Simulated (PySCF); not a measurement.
Geometry:
| atom | x (Å) | y (Å) | z (Å) |
| --- | --- | --- | --- |
| C1 | 2.215 | -0.972 | -0.088 |
| C2 | 1.409 | -0.060 | -0.112 |
| Si3 | 0.100 | 1.236 | -0.137 |
| N4 | -1.499 | 0.553 | 0.066 |
| C5 | -1.766 | -0.671 | 0.215 |
| H6 | 2.938 | -1.769 | -0.067 |
| H7 | 0.336 | 2.196 | 0.975 |
| H8 | 0.136 | 1.948 | -1.443 |
| H9 | -1.005 | -1.481 | 0.234 |
| H10 | -2.814 | -1.001 | 0.337 |

Geometry: PBE0-D3(BJ)/def2-SVP; GIAO shifts from PySCF 2.14, gas phase, non-relativistic, averaged over equivalent atoms.

At BP86/pcSseg-2 (257 basis functions, 33 s wall time on 1 thread of an Arm Neoverse V1, shared host):
```tsv
atoms	δ (ppm)
C5	181.2
C1	104.4
C2	83.3
Si3	-61.9
N4	403.8
H9	9.05
H10	8.85
H7/H8	5.30
H6	2.36
```

Scale: TMS for 13C (σref 179.17), 29Si (σref 322.05), 1H (σref 31.23); 15N (σref 259.23) vs NH3 (reference shieldings calculated alike).

**Question.** Estimate the result of repeating the calculation with BHandHLYP/pcSseg-2.

**Answer.** 
```tsv
atoms	δ at BHandHLYP/pcSseg-2	change
C5	181.0	-0.2
C1	108.1	+3.7
C2	85.6	+2.3
Si3	-58.8	+3.1
N4	413.0	+9.2
H9	8.62	-0.43
H10	8.57	-0.28
H7/H8	4.87	-0.43
H6	2.45	+0.09
```

Shifts are taken against calculated references (same method and geometry level): TMS for 13C (σref 184.26), 29Si (σref 345.75), 1H (σref 31.45); 15N (σref 259.78) vs NH3.

The largest change is at N4 (imine nitrogen). Cost: 257 basis functions, 23 s wall time on 1 thread of an Arm Neoverse V1, shared host. The order of the carbon signals is the same at both levels.

Experimental scales use liquid or dissolved standards, which lie at an offset from isolated NH3 (liquid NH3: subtract about 20 ppm). Unscaled 15N shifts of sp2 nitrogen often come out too high even then, by a few to some tens of ppm.
